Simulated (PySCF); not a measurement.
C$_{2}$H$_{9}$GaN (SMILES [CH3][Ga]([CH3])<-[NH3]), doublet, at a GFN2-xTB geometry (such geometries of metal compounds can be far from the true shape) (the spin is typed, not shown lowest). Base run: PBE0/6-31G run with PySCF.

Geometry (Å):
```xyz
13

Ga     0.3557     0.1257     0.4585
C      1.0573     1.0282    -1.3673
H      1.8817     0.4746    -1.8207
H      1.4022     2.0465    -1.1784
H      0.2357     1.0797    -2.0859
C     -1.7078     0.5250     0.9319
H     -2.1963    -0.3232     1.4154
H     -2.2475     0.7595     0.0110
H     -1.7929     1.3854     1.5982
N     -0.3965    -1.7939    -0.8836
H     -1.1289    -1.3529    -1.4312
H     -0.8055    -2.5844    -0.3959
H      0.3053    -2.1431    -1.5281
```
Charge 0, spin multiplicity 2.
Orbitals are unrestricted.
All else is at PySCF's defaults.

Variants of this job, named by their change:

```csv
change,E (Eh),HOMO (eV),dipole (D),<S^2>,core-seconds (rough),outcome
base,-2060.41053,-4.16,4.45,0.752,10,converged
functional = revpbe,-2060.64709,-3.11,4.51,0.751,10,converged
functional = m06,-2060.70342,-3.92,4.44,0.752,20,converged
functional = b3lyp5,-2060.66317,-3.81,4.43,0.752,10,converged
functional = b97-1,-2060.68611,-3.81,4.46,0.752,10,converged
"functional = pw91,pw91",-2060.91134,-3.16,4.54,0.751,10,converged
functional = b97m_v,-,-,-,-,-,cut at the time limit
functional = tpssh,-2060.82021,-3.69,4.45,0.752,20,converged
functional = b3lyp,-2060.88827,-3.90,4.43,0.752,20,converged
functional = tpss,-2060.84264,-3.29,4.48,0.751,30,converged
functional = m06l,-2060.75807,-3.20,4.42,0.752,30,converged
functional = scan,-2060.91704,-3.48,4.49,0.752,20,converged
functional = pbe0; dispersion = d3bjm,-2060.42385,-4.16,4.45,0.752,10,converged
```

Total energies compare only within one method and basis.

Open shells are given as the SCF converged; they aren't shown to be the lowest states, and a large step between rows can be another state.
